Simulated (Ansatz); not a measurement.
`CSS[SiH2][SiH3]`, charge 0, multiplicity 1.

**Question.** Give a relaxed structure at PBE0-D4/def2-TZVP (Ansatz 0.2.0). (An estimate is asked.)

**Answer.** The calculation gave: 
Z-matrix (Å, degrees):
```
C
S 1 1.800
H 1 1.090 2 111.0
H 1 1.093 2 105.9 3 118.4
H 1 1.089 2 110.8 3 -123.1
S 2 2.058 1 102.0 3 62.0
Si 6 2.151 2 97.1 1 -89.5
Si 7 2.338 6 110.9 2 -66.3
H 7 1.491 6 105.8 2 173.8
H 7 1.489 6 109.1 2 57.3
H 8 1.489 7 109.9 6 177.8
H 8 1.485 7 110.9 6 57.3
H 8 1.487 7 108.9 6 -63.1
```
This is one stationary point; other conformers may exist.
